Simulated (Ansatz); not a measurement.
Geometry optimisation, RKS CAM-B3LYP-D4/STO-3G (Ansatz 0.2.0).

The input (input.yaml):

```yaml
crystal:
  periodic: [false, false, false]
  atoms:
    - { symbol: F, position_ang: [-1.35613, -1.55686, 1.7438] }
    - { symbol: Al, position_ang: [-1.33894, 0.06867, 1.43283] }
    - { symbol: B, position_ang: [-0.11229, 0.89197, -0.02043] }
    - { symbol: Si, position_ang: [1.05117, -0.2821, -1.09421] }
    - { symbol: H, position_ang: [-2.34598, 0.78081, 2.3776] }
    - { symbol: H, position_ang: [-0.0791, 2.05049, -0.22683] }
    - { symbol: H, position_ang: [1.87645, 0.37489, -2.12383] }
    - { symbol: H, position_ang: [0.28715, -1.30763, -1.8302] }
    - { symbol: H, position_ang: [2.01767, -1.02023, -0.25873] }
basis:
  gaussian: { orbitals: STO-3G }
hamiltonian:
  xc: cam_b3lyp
  dispersion: d4
relax:
  f_tol: 0.02
  max_steps: 50
```

Run as:

```bash
$ ansatz run input.yaml --threads 1 --pin off --max-ram 2048MiB --backend cpu --events-out ev --progress --plain --runs-dir out
```

Question: Where does it end, and by what steps?

Answer: The run converged. The force dipped under the threshold on the way, but the program's further checks kept it going. Limits of this set-up: minimal basis. After 26 steps the energy has fallen by 0.288 eV; H5 moved furthest, 1.39 Å.

```
step  energy less start (eV)  largest force component (eV/Å)  accepted
   0                  0.0000                           1.040       yes
   1                 -0.1454                           0.866       yes
   2                 -0.1614                           0.375       yes
   3                 -0.1637                           0.027       yes
   4                 -0.1649                           0.039       yes
   5                 -0.1708                           0.050       yes
   6                 -0.1742                           0.637       yes
   7                 -0.1752                           0.583       yes
   8                 -0.2236                           0.123       yes
   9                 -0.2501                           0.109       yes
  10                 -0.2622                           0.448       yes
  11                 -0.2725                           0.295       yes
  12                 -0.2835                           0.048       yes
  13                 -0.2861                           0.050       yes
  14                 -0.2657                           0.325        no
  15                 -0.2864                           0.025       yes
  16                 -0.2866                           0.039       yes
  17                 -0.2863                           0.062        no
  18                 -0.2868                           0.010       yes
  19                 -0.2869                           0.014       yes
  20                 -0.2870                           0.018       yes
  21                 -0.2871                           0.031       yes
  22                 -0.2872                           0.032       yes
  23                 -0.2874                           0.030       yes
  24                 -0.2875                           0.028       yes
  25                 -0.2873                           0.055        no
  26                 -0.2876                           0.015       yes
```

```xyz
9
Properties=species:S:1:pos:R:3
F -1.194 -0.944 2.654
Al -1.420 0.062 1.394
B 0.178 0.652 0.319
Si 0.956 -0.281 -1.221
H -2.831 0.471 1.113
H 0.734 1.643 0.613
H 1.239 0.615 -2.314
H 0.132 -1.342 -1.739
H 2.207 -0.877 -0.820
```

Time of the run: 32 s on 1 thread of Intel(R) Xeon(R) 6975P-C (Granite Rapids), with other jobs on the host, peak memory 0.16 GiB.
